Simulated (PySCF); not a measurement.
SeHF, SMILES F[SeH]. Geometry: B3LYP-D3(BJ)/def2-TZVP.

### Question
Give the equilibrium geometry at B3LYP-D3(BJ)/def2-TZVP (PySCF confirms it by a frequency run) as a Z-matrix, and its point group. (Estimate from the structure and the level; the computed values follow.)

### Answer
point group Cs.
```
Se
F 1 1.7714
H 1 1.4778 2 94.25
```
